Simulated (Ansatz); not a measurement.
`[OH][GeH2][SeH]` + H₂Se → `[SeH][SeH]` + `[OH][GeH3]` at 700 K and 1 bar (ligand exchange at the Se–Ge bond).

Calculated with Ansatz (gas phase, PBE0-D4/def2-TZVP geometries, no zero-point term in ΔE). CCSD(T)/CBS is the MP2 limit (def2-TZVPP, def2-QZVPP) plus CCSD(T) − MP2 in def2-TZVPP, frozen cores. For Ge, Se outer-core shells are correlated without core-valence functions, which leaves a few kJ/mol of doubt a bond. Scalar relativity is left out up to krypton. One conformer a species, not always the lowest.

```csv
species,CCSD(T)/CBS energy (Eh),H − E (kJ/mol),S (J/(mol·K))
`[OH][GeH2][SeH]`,-4554.43903,159.9,417.1
H₂Se,-2401.89790,61.1,251.1
`[SeH][SeH]`,-4802.61264,78.5,328.9
`[OH][GeH3]`,-2153.69723,141.7,338.7
```

H − E and S are ideal-gas, rigid-rotor, harmonic terms from PBE0-D4/def2-TZVP, for one conformer and one mirror image of each species. 1 Eh = 2625.50 kJ/mol, R = 8.31446 J/(mol·K).

**Question.** By hand: ΔE, ΔH, ΔS and ΔG.

**Answer.** ΔE = (-4802.61264) + (-2153.69723) − (-4554.43903) − (-2401.89790) = 0.02706 Eh = 71.0 kJ/mol. Δ(H − E) = 78.5 + 141.7 − 159.9 − 61.1 = -0.8, so ΔH = 70.2 kJ/mol. ΔS = 328.9 + 338.7 − 417.1 − 251.1 = -0.6 J/(mol·K). ΔG = 70.2 − 700 × (-0.6)/1000 = 70.6 kJ/mol.

**Question.** By hand: the equilibrium constant, and the temperature at which ΔG would vanish if ΔH and ΔS stayed fixed.

**Answer.** log₁₀ K = −ΔG/(RT ln 10) = -5.3. ΔH and −TΔS have one sign here, so there is no such temperature. One of them is within its doubt of zero, so this could turn.

The number of gas molecules stays the same, so ΔS is small and ΔH decides. A doubt of 5 kJ/mol in ΔE shifts log₁₀ K by 0.4 here. Other conformers and mirror images would add mixing entropy, several J/(mol·K) or more a flexible species. These are equilibria of isolated gas molecules and say nothing of rates. Largest T1 diagnostic: 0.011 (customary marks: 0.02 for closed shells, 0.045 for open ones).
